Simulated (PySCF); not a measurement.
Working out the ionisation energy of Rh

Rh [Kr] 4d8 5s1 (4F) → Rh+ [Kr] 4d8 (3F). All numbers are calculated (PySCF 2.14, the spin-free X2C one-electron Hamiltonian (Gaussian nucleus), in x2c-TZVPall (8s6p6d1f, 63 functions)). Frozen: [Kr]. Energies in hartree (1 hartree = 27.21139 eV):

```tsv
part	Rh (lower)	Rh+ (upper)
UHF	-4781.187324	-4780.955317
MP2 opposite-spin	-0.114710	-0.103015
MP2 same-spin	-0.074544	-0.062106
```

**Question.** What does Hartree-Fock give?

**Answer.** (-4780.955317) − (-4781.187324) = 0.232007 hartree = 6.313 eV.

**Question.** What do MP2 and SCS-MP2 (6/5 opposite-spin, 1/3 same-spin) give?

**Answer.** The opposite-spin parts differ by 0.318 eV and the same-spin parts by 0.338 eV. MP2: 6.313 + (0.318) + (0.338) = 6.969 eV. SCS-MP2: 6.313 + 1.2 × (0.318) + (0.338)/3 = 6.807 eV.

Measured between the centres of the two terms (NIST): 7.479 eV, so MP2 (valence) is off by -0.510 eV.

What remains against the reference includes basis incompleteness, the frozen core and correlation beyond second order.
